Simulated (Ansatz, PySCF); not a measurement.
Reaction (SMILES): COC(C)C → CO[C](C)C + H atom (the C-H bond at the site shown breaks; other sites are not compared here)
Each molecule is optimised on its own at B3LYP-D3(BJ)/def2-TZVP (Ansatz, a program for electronic structure), one conformer each, not searched for the lowest. Frequencies are from Ansatz or PySCF.
Geometry of the first species:
```xyz
15

C     -0.1469     1.5674     0.1858
C     -0.4585     0.0755     0.2483
C     -1.7711    -0.2620    -0.4354
O      0.5451    -0.7063    -0.3968
C      1.7693    -0.7879     0.2970
H      0.7860     1.8099     0.6955
H     -0.9432     2.1408     0.6641
H     -0.0656     1.8890    -0.8545
H     -0.5108    -0.2339     1.3034
H     -1.7280     0.0185    -1.4896
H     -1.9690    -1.3321    -0.3733
H     -2.5977     0.2754     0.0320
H      2.3021     0.1694     0.3228
H      2.3875    -1.5139    -0.2296
H      1.6207    -1.1310     1.3296
```

Wanted: bond dissociation energy (enthalpy at 298 K, with B3LYP-D3(BJ) rigid-rotor harmonic-oscillator terms), in eV. Cores are frozen in the correlated levels unless marked. UHF or UKS for open shells. Spin-orbit coupling is left out. No relativistic terms. CBS(X,Y): correlation extrapolated as X^-3; Hartree-Fock from the larger set.

| level | program | bond dissociation energy (eV) |
|---|---|---|
| B3LYP/def2-TZVPD | Ansatz | 3.92 |
| PBE0/6-31G* | Ansatz | 3.92 |
| PBE0/def2-SVP | Ansatz | 3.84 |
| r2SCAN0-D4/def2-TZVPD | Ansatz + dftd4 | 3.84 |

### Question
What does CCSD(T)/CBS(cc-pVTZ,cc-pVQZ) (Ansatz) give?

### Answer
4.14 eV, so r2SCAN0-D4/def2-TZVPD differs from it by -0.30 eV.
